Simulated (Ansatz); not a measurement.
Basis-set extrapolation for CH₅BO₂Si, SMILES `C[SiH]1OB1O` (PBE0-D4/def2-TZVP geometry, frozen core, the Gaussian-basis code of Ansatz). Multiplicity 1, RHF reference.

```csv
,def2-TZVPP,def2-QZVPP
HF,-504.316769,-504.336074
MP2 correlation,-0.859932,-0.924416
CCSD(T) correlation,-0.925384,not run
```

Energies in hartree. Use E(X) = E(∞) + A·exp(−7.88·√X) for Hartree–Fock and E(X) = E(∞) + B·X^(−2.97) for correlation, with X = 3 and 4, and add CCSD(T) minus MP2 of the smaller set to the MP2 limit.

Task: What is the CCSD(T) energy at the basis-set limit?

Result: HF limit: -504.336074 + (-0.019305) × 0.13774 = -504.33873. MP2 limit: -0.924416 + (-0.064484) × 0.74074 = -0.97218. Higher-order term: -0.925384 − (-0.859932) = -0.06545. Total: -505.37636 hartree, 84.2 kcal/mol below CCSD(T)/def2-TZVPP.
